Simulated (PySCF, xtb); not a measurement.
BrH₂NPb, SMILES [NH2][Pb][Br] (connectivity only; charge and spin as stated), neutral, multiplicity 1.

GFN2-xTB run with xtb at its own geometry gives an orbital gap of 2.98 eV and a dipole moment of 7.81 D.

The structure is a stationary point at r2SCAN-D4/def2-SVP. The def2 effective core potentials stand for the cores of Pb; spin–orbit coupling is left out. One conformer was computed; it need not be the lowest.

Problem. What does PySCF with PBE0/def2-TZVPD give? (The exact figures need the calculation; the answer reports its results.)

Solution. gap 4.85 eV (levels -7.20 and -2.34 eV), dipole 4.20 D.
